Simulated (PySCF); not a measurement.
Compound: C7H11OP.
Atom-mapped SMILES: `[CH3:1][CH:2]([CH3:3])[PH:4][c:5]1[cH:6][cH:7][o:8][cH:9]1` (hydrogens: H10, H11, H12 on C1; H13 on C2; H14, H15, H16 on C3; H17 on P4; H18 on C6; H19 on C7; H20 on C9)

Geometry (PBE0-D3(BJ)/def2-SVP, Å), atoms numbered from 1 in this order:
```
atom  x, y, z in Å
C1    -2.7832   -0.0417   -0.9837
C2    -1.3786    0.2882   -0.4884
C3    -1.3110    0.3932    1.0260
P4    -0.1772   -0.9424   -1.2464
C5     1.3944   -0.4363   -0.4840
C6     2.2611    0.6090   -0.9603
C7     3.3432    0.6129   -0.1346
O8     3.2218   -0.3475    0.8045
C9     2.0470   -0.9722    0.5929
H10   -3.1219   -1.0169   -0.5956
H11   -3.5062    0.7156   -0.6400
H12   -2.8309   -0.0840   -2.0825
H13   -1.0716    1.2547   -0.9292
H14   -1.9912    1.1787    1.3957
H15   -1.6133   -0.5570    1.4974
H16   -0.2952    0.6328    1.3732
H17   -0.4474   -2.0228   -0.3481
H18    2.0931    1.2603   -1.8158
H19    4.2487    1.2126   -0.0940
H20    1.8010   -1.7830    1.2744
```

The calculation used PBE0-D3(BJ)/def2-SVP geometry optimisation, gas phase in PySCF.

Take the most abundant isotopes and a rigid rotor. The values belong to one conformer with, in the numbering `[CH3:1][CH:2]([CH3:3])[PH:4][c:5]1[cH:6][cH:7][o:8][cH:9]1`, C1–C2–P4–C5 -177°, C2–P4–C5–C6 -85°.

**Question.** What are A, B and C (MHz)?

**Answer.** Ia = 160.19, Ib = 663.23, Ic = 699.84 u·Å²; 505379 MHz·u·Å²/I gives A = 3155, B = 762.0, C = 722.1 MHz.

**Question.** Classify the top.

**Answer.** A near-prolate asymmetric top: κ = (2 × 762.0 − 3155 − 722.1)/(3155 − 722.1) = -0.97.

**Question.** What does the inertial defect say?

**Answer.** Not planar: Δ = Ic − Ia − Ib = -123.58 u·Å². For a rigid frame Δ = −2 Σ m c², so Σ m c² = 61.79 u·Å² lies off the ab plane: 17.91 from hydrogen and 43.89 from heavier atoms. The atom farthest from that plane is 1.93 Å away.

**Question.** Give the other two planar moments, Paa and Pbb, and the rms extents of the mass along the axes.

**Answer.** Paa = Σ m a² = (Ib + Ic − Ia)/2 = 601.43 and Pbb = Σ m b² = (Ia + Ic − Ib)/2 = 98.40 u·Å². With the mass M = 142.05 u, the rms extents √(P/M) along a, b and c are 2.06, 0.83, 0.66 Å.

**Question.** List the rotational levels J(Ka,Kc) to J = 4 (K).

**Answer.** Above 0(0,0), as E/k:
J = 1: 1(0,1) 0.071, 1(1,1) 0.186, 1(1,0) 0.188
J = 2: 2(0,2) 0.214, 2(1,2) 0.327, 2(1,1) 0.332, 2(2,1) 0.677, 2(2,0) 0.677
J = 3: 3(0,3) 0.427, 3(1,3) 0.537, 3(1,2) 0.549, 3(2,2) 0.891, 3(2,1) 0.891, 3(3,1) 1.470, 3(3,0) 1.470
J = 4: 4(0,4) 0.712, 4(1,4) 0.818, 4(1,3) 0.838, 4(2,3) 1.175, 4(2,2) 1.176, 4(3,2) 1.754, 4(3,1) 1.754, 4(4,1) 2.565, 4(4,0) 2.565

**Question.** Predict some low-J microwave lines.

**Answer.** The dipole components are |μa| = 0.23 D, |μb| = 0.99 D, |μc| = 0.60 D. Intensities carry the squares of the components, which stand as 0.05 : 1.00 : 0.36 (a : b : c). Some lines, for components of 0.1 D or more:

```json
{"type": "a", "branch": "R", "J(Ka,Kc)": "1(0,1) ← 0(0,0)", "MHz": "1484", "lower level (cm⁻¹)": "0.000"}
{"type": "c", "branch": "Q", "J(Ka,Kc)": "2(1,2) ← 2(0,2)", "MHz": "2353", "lower level (cm⁻¹)": "0.149"}
{"type": "c", "branch": "Q", "J(Ka,Kc)": "1(1,1) ← 1(0,1)", "MHz": "2393", "lower level (cm⁻¹)": "0.050"}
{"type": "b", "branch": "Q", "J(Ka,Kc)": "1(1,0) ← 1(0,1)", "MHz": "2433", "lower level (cm⁻¹)": "0.050"}
{"type": "b", "branch": "Q", "J(Ka,Kc)": "3(1,2) ← 3(0,3)", "MHz": "2535", "lower level (cm⁻¹)": "0.297"}
{"type": "a", "branch": "R", "J(Ka,Kc)": "3(2,2) ← 2(2,1)", "MHz": "4452", "lower level (cm⁻¹)": "0.470"}
{"type": "a", "branch": "R", "J(Ka,Kc)": "3(1,2) ← 2(1,1)", "MHz": "4512", "lower level (cm⁻¹)": "0.231"}
{"type": "b", "branch": "R", "J(Ka,Kc)": "3(1,3) ← 2(0,2)", "MHz": "6746", "lower level (cm⁻¹)": "0.149"}
{"type": "c", "branch": "Q", "J(Ka,Kc)": "2(2,1) ← 2(1,1)", "MHz": "7179", "lower level (cm⁻¹)": "0.231"}
{"type": "b", "branch": "Q", "J(Ka,Kc)": "2(2,1) ← 2(1,2)", "MHz": "7298", "lower level (cm⁻¹)": "0.227"}
{"type": "c", "branch": "R", "J(Ka,Kc)": "2(2,0) ← 1(1,0)", "MHz": "10187", "lower level (cm⁻¹)": "0.131"}
{"type": "b", "branch": "R", "J(Ka,Kc)": "3(2,2) ← 2(1,1)", "MHz": "11631", "lower level (cm⁻¹)": "0.231"}
{"type": "c", "branch": "R", "J(Ka,Kc)": "3(2,2) ← 2(1,2)", "MHz": "11751", "lower level (cm⁻¹)": "0.227"}
{"type": "b", "branch": "R", "J(Ka,Kc)": "3(2,1) ← 2(1,2)", "MHz": "11753", "lower level (cm⁻¹)": "0.227"}
{"type": "c", "branch": "R", "J(Ka,Kc)": "3(3,0) ← 2(2,0)", "MHz": "16516", "lower level (cm⁻¹)": "0.470"}
{"type": "c", "branch": "R", "J(Ka,Kc)": "3(3,1) ← 2(2,1)", "MHz": "16517", "lower level (cm⁻¹)": "0.470"}
```

**Question.** Estimate the classical rotational partition function at 50 K, 200 K and 298.15 K.

**Answer.** Point group C1, symmetry number σ = 1; q = (√π/σ)·√((kT/h)³/(ABC)), k/h = 20836.6 MHz/K: 45200 at 50 K, 362000 at 200 K, 659000 at 298.15 K.

No frequency check. These are rigid-rotor constants of the computed structure; measured ground-state constants (B0) also hold zero-point vibration. A rigid rotor knows nothing of internal rotation, which can split or shift real lines.
